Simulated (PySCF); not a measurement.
Ionisation energy of Kr(2+) by level of theory

Kr(2+) [Ar] 3d10 4s2 4p4 (3P) → Kr(3+) [Ar] 3d10 4s2 4p3 (4S), as a difference of total energies. Computed with PySCF 2.14 in def2-TZVPPD, with the non-relativistic Hamiltonian (point nucleus). Correlated levels: valence: [Ar] 3d10 frozen. The calculations carry no spin-orbit coupling.

```json
{"method": "UHF", "ionisation energy (eV)": "34.294"}
{"method": "MP2 (valence)", "ionisation energy (eV)": "34.988"}
{"method": "SCS-MP2 (valence)", "ionisation energy (eV)": "35.060"}
{"method": "CCSD (valence)", "ionisation energy (eV)": "35.107"}
{"method": "CCSD(T) (valence)", "ionisation energy (eV)": "35.129"}
```

Question: How much does correlation contribute at CCSD(T) (valence)?

Answer: 35.129 − (34.294) = 0.835 eV, measured against UHF.

A first-order spin-orbit estimate (lowest level to lowest level, LS coupling) adds 0.217 eV.

These non-relativistic numbers lack the scalar-relativistic shift.

Errors of the correlated levels include the incompleteness of this basis and the frozen core.

For comparison: 35.838 ± 0.02 eV (measured; NIST Atomic Spectra Database, ionization energies).
